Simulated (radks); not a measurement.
Yb+, configuration [Xe] 4f14 6s1. All-electron calculation, scalar-relativistic Kohn-Sham, PBE, spin-polarised, spherical densities, finite nucleus; open shells are filled with parallel spins first (spin-orbit coupling, left out, can overturn this in heavy ions); Fermi nuclear charge, rms radius 5.3108 fm; hard spherical wall at 8 bohr. Program: a radial shooting solver on a logarithmic mesh with Libxc functionals.

Radial electron density D(r) = 4 pi r^2 rho(r):

| r (bohr) | D(r) (e/bohr) | spin D(r) |
|---|---|---|
| 0.0009639 | 5.684 | 0.000254 |
| 0.001113 | 7.131 | 0.000318 |
| 0.001296 | 9.027 | 0.000402 |
| 0.001497 | 11.24 | 0.000498 |
| 0.001742 | 14.10 | 0.000622 |
| 0.002012 | 17.39 | 0.000762 |
| 0.002342 | 21.56 | 0.000937 |
| 0.002705 | 26.23 | 0.00113 |
| 0.003149 | 32.00 | 0.00136 |
| 0.003637 | 38.26 | 0.00160 |
| 0.004234 | 45.68 | 0.00188 |
| 0.00489 | 53.35 | 0.00214 |
| 0.005693 | 61.90 | 0.00240 |
| 0.006574 | 70.09 | 0.00260 |
| 0.007654 | 78.33 | 0.00273 |
| 0.008839 | 85.19 | 0.00274 |
| 0.01029 | 90.78 | 0.00257 |
| 0.01188 | 93.97 | 0.00223 |
| 0.01383 | 94.78 | 0.00165 |
| 0.01598 | 93.21 | 0.000962 |
| 0.0186 | 89.80 | 0.000187 |
| 0.02148 | 86.22 | -0.000411 |
| 0.02501 | 83.99 | -0.000644 |
| 0.02888 | 85.15 | -0.000256 |
| 0.03362 | 91.07 | 0.000929 |
| 0.03883 | 100.8 | 0.00266 |
| 0.0452 | 113.1 | 0.00463 |
| 0.05221 | 122.9 | 0.00586 |
| 0.06078 | 127.0 | 0.00566 |
| 0.07019 | 122.9 | 0.00381 |
| 0.08171 | 112.2 | 0.00101 |
| 0.09437 | 101.5 | -0.000618 |
| 0.1099 | 96.51 | 0.000650 |
| 0.1269 | 100.7 | 0.00457 |
| 0.1477 | 110.1 | 0.00827 |
| 0.1706 | 114.4 | 0.00685 |
| 0.1986 | 106.0 | -0.00165 |
| 0.2293 | 86.86 | -0.0119 |
| 0.267 | 65.47 | -0.0165 |
| 0.3083 | 55.04 | -0.0124 |
| 0.359 | 57.03 | -0.00744 |
| 0.4146 | 63.60 | -0.0130 |
| 0.4826 | 64.82 | -0.0284 |
| 0.5574 | 56.91 | -0.0348 |
| 0.6488 | 43.06 | -0.0151 |
| 0.7493 | 30.69 | 0.0236 |
| 0.8724 | 21.82 | 0.0570 |
| 1.007 | 16.93 | 0.0563 |
| 1.173 | 13.43 | 0.0233 |
| 1.355 | 10.35 | -0.00582 |
| 1.577 | 7.123 | 0.00979 |
| 1.821 | 4.482 | 0.0859 |
| 2.12 | 2.500 | 0.209 |
| 2.448 | 1.397 | 0.320 |
| 2.85 | 0.8109 | 0.388 |
| 3.292 | 0.5369 | 0.383 |
| 3.832 | 0.3540 | 0.307 |
| 4.426 | 0.2162 | 0.202 |
| 5.152 | 0.1064 | 0.103 |
| 5.95 | 0.04160 | 0.0408 |
| 6.927 | 0.008537 | 0.00841 |

D(r) has 4 maxima, at r = 0.0134, 0.0608, 0.169, 0.456 bohr, and minima at 0.0258, 0.110, 0.323 bohr, inside which lie 1.92, 11.09, 29.75 electrons.
